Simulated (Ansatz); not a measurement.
`[SiH3]B(Cl)[SeH]` + trichlorosilane → `Cl[Si](Cl)(Cl)[SeH]` + `[SiH3]BCl`  (formal exchange of groups at the Se–B bond)

Gas-phase electronic energies from Ansatz, PBE0-D4/def2-TZVP geometries. CCSD(T)/CBS is the MP2 limit (def2-TZVPP, def2-QZVPP) plus CCSD(T) − MP2 in def2-TZVPP, frozen cores. This one scheme is used for every species. Functionals use def2-TZVPP. For Se outer-core shells are correlated without core-valence functions, which leaves a few kJ/mol of doubt a bond. Scalar relativity is left out up to krypton. Each species was taken in one conformer, which may not be the lowest.

```json
{"level": "PBE-D4", "ΔE (kJ/mol)": "30.3"}
{"level": "PBE0-D4", "ΔE (kJ/mol)": "27.9"}
```

Task: What does CCSD(T)/CBS give? (Best estimate.)

Result: Ansatz gave: +29.2 kJ/mol. The listed levels differ from it by 1.1, -1.3 kJ/mol.

Largest T1 diagnostic among the species: 0.014.

The D4 term adds −3.7 kJ/mol with B3LYP and −2.0 kJ/mol with PBE0; it sums over pairs of atoms, weighted by their polarisabilities, and B3LYP, whose exchange is more repulsive, gets the larger term. In def2-TZVPP, CCSD(T) changes the Hartree–Fock value by +9.6 kJ/mol (the triples alone add +1.9 kJ/mol) and MP2 by +9.0 kJ/mol.

B3LYP here is the variant with VWN-RPA as its local correlation; programs differ in this.
